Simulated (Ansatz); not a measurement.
Al6As6H18⁻, a cluster cut from wurtzite AlAs (hydrogen-capped). The state is a doublet with charge -1. Geometry PBE-D4/def2-SVP, that of the neutral singlet; atoms count from 1.

```xyz
30

As   -0.971   -2.471   -1.160
Al   -2.620   -0.651   -0.569
Al   -0.581   -1.742    2.774
As   -1.957    0.072    1.682
As   -1.652    1.102   -2.108
Al   -1.400    2.535    1.638
Al    1.497   -2.214   -0.688
As    1.594   -1.275    1.579
As    1.860   -0.231   -2.210
Al    0.698    1.974   -1.798
Al    2.808    0.939    1.516
As    0.904    2.336    0.622
H    -1.450   -3.778   -0.549
H    -1.155   -2.841   -2.631
H    -4.112   -1.049   -0.973
H    -1.134   -3.142    2.189
H    -0.429   -1.461    4.344
H    -3.323   -0.010    2.361
H    -1.814    0.631   -3.553
H    -2.607    2.285   -2.160
H    -2.342    3.194    0.503
H    -1.308    3.114    3.128
H     2.330   -3.490   -1.160
H     2.595   -2.254    2.192
H     1.594   -0.662   -3.652
H     3.355    0.021   -2.335
H     1.085    3.064   -2.897
H     3.199    1.404    2.998
H     3.891    0.833    0.321
H     1.446    3.765    0.594
```

Single mean-field runs in def2-TZVP are fitted with def2-universal-jkfit. The highest occupied level of the charge -1 doublet lies above zero (up to 0.37 eV). By energy differences its removal costs 0.80 eV (vertical, to the charge 0 singlet, at PBE0-D4/def2-TZVP); self-interaction error and the lack of diffuse functions both raise the level.

(1) Estimate the Mulliken populations of the heavy atoms from the PBE0/def2-TZVP orbitals of Ansatz.

(2) Where does the spin sit?

(3) And the Mayer bond orders between bonded heavy atoms (over 0.3)?

Results:

(1) 
| atom | charge (e) | spin (α − β) |
| --- | --- | --- |
| As1 | -0.18 | 0.07 |
| Al2 | 0.25 | 0.06 |
| Al3 | 0.22 | 0.00 |
| As4 | -0.30 | 0.03 |
| As5 | -0.18 | 0.07 |
| Al6 | 0.22 | 0.00 |
| Al7 | 0.25 | 0.06 |
| As8 | -0.30 | 0.03 |
| As9 | -0.18 | 0.07 |
| Al10 | 0.25 | 0.06 |
| Al11 | 0.22 | 0.00 |
| As12 | -0.30 | 0.03 |
Mulliken values and Mayer orders depend strongly on the basis.

(2) Summed by element: As 0.32, Al 0.17, H 0.52, of 1 unpaired in all. Largest on single atoms: H26 0.14, H20 0.14, H13 0.14.

(3) As1–Al2 0.77 (2.53 Å); As1–Al7 0.77 (2.53 Å); Al2–As4 0.89 (2.46 Å); Al2–As5 0.77 (2.53 Å); Al3–As4 0.74 (2.52 Å); Al3–As8 0.74 (2.53 Å); As4–Al6 0.74 (2.53 Å); As5–Al10 0.77 (2.53 Å); Al6–As12 0.74 (2.53 Å); Al7–As8 0.89 (2.46 Å); Al7–As9 0.77 (2.53 Å); As8–Al11 0.74 (2.53 Å); As9–Al10 0.77 (2.53 Å); Al10–As12 0.89 (2.46 Å); Al11–As12 0.74 (2.52 Å).
